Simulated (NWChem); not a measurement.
C$_{2}$H$_{4}$FNSi; SMILES [C@@H](F)(C#N)[SiH3]

```xyz
9

N      0.7961    -2.3411     0.1697
C      0.2247    -1.3723    -0.1049
C     -0.4553    -0.1226    -0.4287
F     -1.6674    -0.0450     0.2222
Si     0.6027     1.4108     0.0674
H     -0.6373    -0.1062    -1.5188
H      0.8291     1.3682     1.5368
H     -0.1796     2.6179    -0.3181
H      1.8894     1.3510    -0.6818
```
Atoms are numbered in this order, from 1.

All runs: NWChem. Pople sets run with spherical d functions. STO-3G and 3-21G are far too small for this property and stand as cheap habits. Coordinates come from a PBE0/def2-SVP optimisation. GIAO values for the isolated, static molecule; σ is the absolute isotropic shielding, δ = σ(reference) − σ with the isolated reference molecule computed at the same levels (13C: tetramethylsilane, 19F: trichlorofluoromethane, 1H: tetramethylsilane, 15N: ammonia, 29Si: tetramethylsilane).

```json
[
 {"level": "B3LYP/6-311G**", "δ N1 (ppm)": "?", "δ C2 (ppm)": "?", "δ C3 (ppm)": "?", "δ F4 (ppm)": "?", "δ Si5 (ppm)": "-60.7", "δ H6 (ppm)": "?", "δ H7 (rotor mean) (ppm)": "?"},
 {"level": "B3LYP/6-31G*", "δ N1 (ppm)": "274.2", "δ C2 (ppm)": "104.2", "δ C3 (ppm)": "66.2", "δ F4 (ppm)": "-244.0", "δ Si5 (ppm)": "-27.3", "δ H6 (ppm)": "4.94", "δ H7 (rotor mean) (ppm)": "4.23"},
 {"level": "BHandHLYP/pcSseg-1", "δ N1 (ppm)": "334.2", "δ C2 (ppm)": "121.8", "δ C3 (ppm)": "68.3", "δ F4 (ppm)": "-241.8", "δ Si5 (ppm)": "-58.0", "δ H6 (ppm)": "4.89", "δ H7 (rotor mean) (ppm)": "4.02"},
 {"level": "Hartree-Fock/STO-3G", "δ N1 (ppm)": "255.3", "δ C2 (ppm)": "103.4", "δ C3 (ppm)": "47.3", "δ F4 (ppm)": "-94.8", "δ Si5 (ppm)": "-60.6", "δ H6 (ppm)": "2.27", "δ H7 (rotor mean) (ppm)": "2.11"}
]
```

Question: Some entries are withheld; supply them.

Answer: 
- B3LYP/6-311G**, δ N1 (ppm): 329.9
- B3LYP/6-311G**, δ C2 (ppm): 117.6
- B3LYP/6-311G**, δ C3 (ppm): 71.3
- B3LYP/6-311G**, δ F4 (ppm): -265.9
- B3LYP/6-311G**, δ H6 (ppm): 5.12
- B3LYP/6-311G**, δ H7 (rotor mean) (ppm): 4.29
